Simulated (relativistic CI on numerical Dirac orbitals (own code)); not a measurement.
## Line list: Electric-dipole lines, Yb XLVIII

Computed by Dirac-Coulomb-Breit CI, KLI orbitals optimised for each configuration, model QED, unscaled Slater integrals (own radial code, finite nucleus).

Configurations in the expansion (outside the closed core [Ne]): 3s²3p⁶3d⁵, 3s²3p⁵3d⁶, 3s²3p⁴3d⁷, 3s3p⁶3d⁶, 3p⁶3d⁷, 3s3p⁵3d⁷, 3s²3p⁶3d⁴4s, 3s²3p⁶3d⁴4p, 3s²3p⁴3d⁶4s, 3s²3p⁵3d⁵4s, 3s²3p⁶3d⁴4f, 3p⁶3d⁶4s, 3s²3p⁶3d³4s², 3s²3p⁶3d⁴5s, 3p⁶3d⁵4s². Levels of other configurations are missing.

| λ vac (nm) | Lower | Upper | A (s⁻¹) | log gf | S velocity/length |
| --- | --- | --- | --- | --- | --- |
| 2.1110 | 3s²3p⁶3d⁵ ²I11/2 [13] | 3s²3p⁵3d⁶ ²G°9/2 [177] | 1.58e+12 | 0.02 | 0.77 |
| 2.1265 | 3s²3p⁶3d⁵ ²I13/2 [15] | 3s²3p⁵3d⁶ ²H°11/2 [178] | 4.37e+12 | 0.55 | 0.75 |
| 2.1411 | 3s²3p⁶3d⁵ ⁶S5/2 [2] | 3s²3p⁵3d⁶ ⁴D°7/2 [155] | 9.56e+11 | -0.28 | 0.91 |
| 2.1442 | 3s²3p⁶3d⁵ ²G9/2 [25] | 3s²3p⁵3d⁶ ²F°7/2 [194] | 2.30e+12 | 0.10 | 0.81 |
| 2.1507 | 3s²3p⁶3d⁵ ²H11/2 [5] | 3s²3p⁵3d⁶ ⁴F°9/2 [157] | 3.57e+12 | 0.39 | 0.78 |
| 2.1541 | 3s²3p⁶3d⁵ ⁴D3/2 [4] | 3s²3p⁵3d⁶ ⁴P°3/2 [156] | 1.43e+12 | -0.40 | 0.85 |
| 2.1692 | 3s²3p⁶3d⁵ ⁴G9/2 [6] | 3s²3p⁵3d⁶ ⁴F°9/2 [157] | 1.32e+12 | -0.03 | 0.90 |
| 2.1781 | 3s²3p⁶3d⁵ ²F7/2 [9] | 3s²3p⁵3d⁶ ²D°5/2 [158] | 3.12e+12 | 0.12 | 0.82 |
| 2.1836 | 3s²3p⁶3d⁵ ²D3/2 [10] | 3s²3p⁵3d⁶ ²P°1/2 [159] | 3.98e+12 | -0.25 | 0.85 |
| 2.1845 | 3s²3p⁶3d⁵ ⁴G7/2 [3] | 3s²3p⁵3d⁶ ⁴D°7/2 [155] | 1.34e+12 | -0.12 | 0.89 |
| 2.2028 | 3s²3p⁶3d⁵ ²H9/2 [19] | 3s²3p⁵3d⁶ ²H°9/2 [172] | 1.43e+12 | 0.02 | 0.89 |
| 2.2098 | 3s²3p⁶3d⁵ ⁴G9/2 [6] | 3s²3p⁵3d⁶ ⁴D°7/2 [155] | 1.55e+12 | -0.04 | 0.78 |
| 2.2298 | 3s²3p⁶3d⁵ ²I11/2 [13] | 3s²3p⁵3d⁶ ⁴H°11/2 [163] | 1.05e+12 | -0.03 | 0.86 |
| 2.2348 | 3s²3p⁶3d⁵ ²I13/2 [15] | 3s²3p⁵3d⁶ ²I°13/2 [166] | 1.69e+12 | 0.25 | 0.86 |
| 2.2445 | 3s²3p⁶3d⁵ ²I11/2 [13] | 3s²3p⁵3d⁶ ⁴F°9/2 [162] | 1.14e+12 | -0.07 | 0.75 |
| 2.2682 | 3s²3p⁶3d⁵ ⁴D7/2 [12] | 3s²3p⁵3d⁶ ⁴P°5/2 [160] | 1.37e+12 | -0.20 | 0.80 |
| 2.2712 | 3s²3p⁶3d⁵ ⁴G9/2 [14] | 3s²3p⁵3d⁶ ⁴F°7/2 [161] | 1.39e+12 | -0.07 | 0.78 |
| 3.1109 | 3s²3p⁶3d⁵ ⁴G7/2 [3] | 3s²3p⁵3d⁶ ⁴D°5/2 [89] | 5.98e+11 | -0.28 | 0.70 |
| 3.1219 | 3s²3p⁶3d⁵ ⁶S5/2 [11] | 3s²3p⁵3d⁶ ⁴D°3/2 [118] | 1.02e+12 | -0.22 | 0.77 |
| 3.1276 | 3s²3p⁶3d⁵ ⁴G7/2 [3] | 3s²3p⁵3d⁶ ²D°5/2 [85] | 8.86e+11 | -0.11 | 0.72 |
| 3.1587 | 3s²3p⁶3d⁵ ²H11/2 [5] | 3s²3p⁵3d⁶ ²G°9/2 [84] | 8.57e+11 | 0.11 | 0.68 |
| 3.1611 | 3s²3p⁶3d⁵ ⁶S5/2 [2] | 3s²3p⁵3d⁶ ⁶P°3/2 [75] | 8.55e+11 | -0.29 | 0.77 |
| 3.1613 | 3s²3p⁶3d⁵ ⁴D7/2 [12] | 3s²3p⁵3d⁶ ⁴P°5/2 [122] | 9.28e+11 | -0.08 | 0.76 |
| 3.1630 | 3s²3p⁶3d⁵ ²I11/2 [13] | 3s²3p⁵3d⁶ ²H°9/2 [123] | 8.06e+11 | 0.08 | 0.69 |
| 3.1648 | 3s²3p⁶3d⁵ ⁴G9/2 [6] | 3s²3p⁵3d⁶ ⁴F°7/2 [88] | 1.40e+12 | 0.23 | 0.68 |
| 3.1867 | 3s²3p⁶3d⁵ ²I13/2 [15] | 3s²3p⁵3d⁶ ²H°11/2 [126] | 1.26e+12 | 0.36 | 0.65 |
| 3.1925 | 3s²3p⁶3d⁵ ⁴G9/2 [14] | 3s²3p⁵3d⁶ ²F°7/2 [120] | 9.92e+11 | 0.08 | 0.73 |
| 3.1977 | 3s²3p⁶3d⁵ ⁴P5/2 [1] | 3s²3p⁵3d⁶ ²P°3/2 [48] | 1.34e+12 | -0.08 | 0.74 |
| 3.1988 | 3s²3p⁶3d⁵ ⁴G9/2 [6] | 3s²3p⁵3d⁶ ²G°9/2 [84] | 5.52e+11 | -0.07 | 0.83 |
| 3.2097 | 3s²3p⁶3d⁵ ⁴P5/2 [1] | 3s²3p⁵3d⁶ ⁴P°5/2 [46] | 1.36e+12 | 0.10 | 0.87 |
| 3.2246 | 3s²3p⁶3d⁵ ²G9/2 [25] | 3s²3p⁵3d⁶ ²F°7/2 [136] | 9.32e+11 | 0.07 | 0.70 |
| 3.2326 | 3s²3p⁶3d⁵ ²H11/2 [30] | 3s²3p⁵3d⁶ ²G°9/2 [148] | 1.16e+12 | 0.26 | 0.67 |
| 3.2464 | 3s²3p⁶3d⁵ ²H11/2 [5] | 3s²3p⁵3d⁶ ²H°11/2 [77] | 1.20e+12 | 0.36 | 0.83 |
| 3.2483 | 3s²3p⁶3d⁵ ⁶S5/2 [2] | 3s²3p⁵3d⁶ ²F°5/2 [68] | 5.10e+11 | -0.32 | 0.84 |
| 3.2555 | 3s²3p⁶3d⁵ ⁴G7/2 [3] | 3s²3p⁵3d⁶ ⁴F°7/2 [76] | 5.61e+11 | -0.15 | 0.88 |
| 3.2630 | 3s²3p⁵3d⁶ ⁶F°11/2 [38] | 3s²3p⁴3d⁷ ⁴G11/2 [196] | 9.24e+11 | 0.25 | 0.91 |
| 3.2877 | 3s²3p⁶3d⁵ ²H11/2 [5] | 3s²3p⁵3d⁶ ²G°9/2 [74] | 2.98e+11 | -0.32 | 0.70 |
| 3.3311 | 3s²3p⁶3d⁵ ⁴G9/2 [6] | 3s²3p⁵3d⁶ ²G°9/2 [74] | 4.30e+11 | -0.15 | 0.91 |
| 3.3356 | 3s²3p⁶3d⁵ ⁴G7/2 [3] | 3s²3p⁵3d⁶ ²G°7/2 [69] | 3.44e+11 | -0.34 | 0.82 |
| 3.3365 | 3s²3p⁶3d⁵ ²G9/2 [25] | 3s²3p⁵3d⁶ ²G°9/2 [130] | 6.74e+11 | 0.05 | 0.82 |
| 3.3525 | 3s²3p⁶3d⁵ ⁴P5/2 [1] | 3s²3p⁵3d⁶ ⁴D°7/2 [43] | 5.18e+11 | -0.16 | 0.89 |
| 3.3602 | 3s²3p⁶3d⁵ ²I11/2 [13] | 3s²3p⁵3d⁶ ⁴G°11/2 [107] | 6.30e+11 | 0.11 | 0.80 |
| 3.3869 | 3s²3p⁶3d⁵ ²I13/2 [15] | 3s²3p⁵3d⁶ ²I°13/2 [109] | 6.35e+11 | 0.18 | 0.80 |
| 3.5276 | 3s²3p⁶3d⁵ ²H11/2 [5] | 3s²3p⁵3d⁶ ²I°13/2 [60] | 1.82e+11 | -0.32 | 1.04 |
| 3.5809 | 3s²3p⁶3d⁵ ⁴G9/2 [6] | 3s²3p⁵3d⁶ ⁴G°11/2 [59] | 2.22e+11 | -0.29 | 0.94 |

Terms are leading LS components. Brackets give the number of a level in order of energy, since labels repeat. The list gives strong lines, with weight on those to low levels, among the lowest 200 of 2819 levels, so that lines to higher ones, which can be the strongest, are missing. Levels whose partners in the same complex of configurations lie outside the list can be far off, and so can their lines. Rates are taken at the computed energies, electric ones in the length gauge. A velocity-to-length ratio far from 1 marks an uncertain rate.

At this charge energies of transitions that change n are usually good to better than 1 %, and those within a shell (Δn = 0) to a few per cent.

LS names give the leading component of a level, which can be under half, so a name can repeat, a term be missing and a line seem to break the LS rules.
